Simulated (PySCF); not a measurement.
TiClO, SMILES [O]=[Ti][Cl] (connectivity only; charge and spin as stated), neutral, multiplicity 2. Atoms are numbered in the order given.

```xyz
3

Ti     0.3562     0.5884     0.0000
Cl    -0.1689    -1.6463     0.0000
O     -0.6208     1.8803     0.0000
```
Charge 0, spin multiplicity 2.

Geometry: B3LYP-D3(BJ)/def2-TZVP. The spin state was assumed, not searched. The isomer is the one that the SMILES or the coordinates give; other isomers of the formula were not compared.

These are B3LYP/def2-TZVPD run with PySCF values and carry that method's errors.

Isolated molecule, no solvent.

Problem. Estimate the frontier levels, dipole moment and polarisability. (An estimate is asked for; the answer gives what the named calculation found.)

Solution. 
The α spin, highest occupied and lowest empty level is -6.06 and -3.29 eV and the β spin, highest occupied and lowest empty level is -8.24 and -3.00 eV. The dipole moment is 4.97 D and the quadrupole, principal values (traceless, Buckingham form, about the centre of nuclear charge) is -16.49, 5.59, 10.89 D·Å. The mean static polarisability comes out as 56.2 bohr³ (8.33 Å³). The polarisability, principal values comes out as 37.1, 65.2, 66.3 bohr³ and the ⟨S²⟩ comes out as 0.756 (pure state 0.75).
